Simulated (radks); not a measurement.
Values are calculated unless marked as measured or tabulated.
Valence configurations of Sm (all share [Xe]). Level of theory: Dirac Kohn-Sham, PBE, spin-unpolarised, spherical densities, finite nucleus; open shells fill j = l - 1/2 first; Fermi nuclear charge, rms radius 5.0819 fm (a radial shooting solver on a logarithmic mesh with Libxc functionals). Energies are relative to 4f6 6s2; eigenvalues in eV.

valence              E (eV)  e(4f5/2)  e(5d3/2)  e(6p1/2)  e(6s1/2)
4f6 6s2               0.000    -2.564         -         -    -3.577
4f6 5d1 6s1           1.924    -1.479    -1.167         -    -3.189
4f6 6s1 6p1           2.293    -3.695         -    -1.857    -4.202
4f5.5 5d1 6s1 6p0.5   2.827    -4.965    -2.306    -1.551    -3.858
4f5 5d1 6s2           2.902    -8.038    -2.839         -    -3.971
4f6 6p2               4.685    -4.740         -    -2.292         -
4f5 6s2 6p1           4.851   -11.147         -    -2.322    -5.192
4f4.5 5d1.5 6s2       6.133   -11.121    -3.361         -    -4.111

NIST lists [Xe] 4f6 6s2 as the ground configuration; this level of theory agrees among the configurations tried. The energies are those of spherical spin-averaged densities, not of single terms. No valid solution was reached for [Xe] 4f8; [Xe] 4f7 6s1.
